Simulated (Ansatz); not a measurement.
A nudged elastic band was laid between two geometries of BrH + ClGeH3 (7 atoms, charge 0, multiplicity 1).

Theory: Ansatz 0.2.0, RKS B3LYP-D4/def2-SVP.

```
movable images  : 9
climbing image  : yes
spring          : 5.0 eV/Å²
optimiser       : fire
start path      : through a guess of the saddle point
force threshold : 0.05 eV/Å
iteration limit : 60
end points      : relaxed
```

Initial state:

```xyz
7
Properties=species:S:1:pos:R:3
Ge -1.067 0.080 -0.208
Cl -0.017 -1.665 0.627
H -0.456 0.347 -1.589
H -0.848 1.240 0.773
H -2.546 -0.327 -0.299
H 2.046 -0.403 0.492
Br 2.888 0.728 0.204
```

Final state:

```xyz
7
Properties=species:S:1:pos:R:3
Ge -0.614 0.636 -0.576
Cl 0.627 -1.907 1.897
H -1.049 1.674 -1.624
H -0.916 1.101 0.854
H -1.173 -0.760 -0.880
H 1.398 -1.238 1.093
Br 1.728 0.494 -0.763
```

**Question.** Which bonds break or form, and what moves?

**Answer.** Bonds broken: Ge1–Cl2, H6–Br7. Bonds formed: Ge1–Br7, Cl2–H6. BrH + ClGeH3 becomes BrGeH3 + ClH.

**Question.** What energy profile does the band end with?

**Answer.** The run converged. The highest image is number 5 of 0 to 10, 129.0 kJ/mol above the first end and 133.6 kJ/mol above the last; the last end lies 4.6 kJ/mol below the first. Another band between the same ends (9 images) ends at a top of the same energy, where a vibrational analysis finds 1 clearly imaginary mode. The orbitals stay closed-shell, which can raise the energy where a bond breaks towards radicals; this wasn't checked here.

```csv
image,path coordinate (Å),energy (kJ/mol),Ge1–Cl2 (Å),H6–Br7 (Å),Ge1–Br7 (Å)
0,0.00,0.0,2.20,1.44,4.03
1,0.35,2.5,2.21,1.44,3.73
2,0.69,16.8,2.23,1.46,3.46
3,1.03,50.0,2.30,1.49,3.19
4,1.36,100.3,2.44,1.59,2.96
5,1.70,129.0,2.63,1.80,2.79
6,2.26,81.5,3.04,2.05,2.52
7,2.83,22.5,3.47,2.22,2.39
8,3.40,-1.4,3.81,2.43,2.36
9,3.99,-3.7,3.79,2.51,2.35
10,4.58,-4.6,3.76,2.56,2.35
```

**Question.** What is the geometry of the highest image?

**Answer.** 
```xyz
7
Properties=species:S:1:pos:R:3
Ge -0.686 0.350 -0.270
Cl 0.339 -1.767 0.910
H -0.462 0.772 -1.729
H -0.831 1.445 0.789
H -1.916 -0.581 -0.250
H 1.479 -0.880 0.636
Br 2.076 0.659 -0.086
```

Time of the run: 23 min on 2 threads of Arm Neoverse V1, with other jobs on the host, peak memory 0.25 GiB.
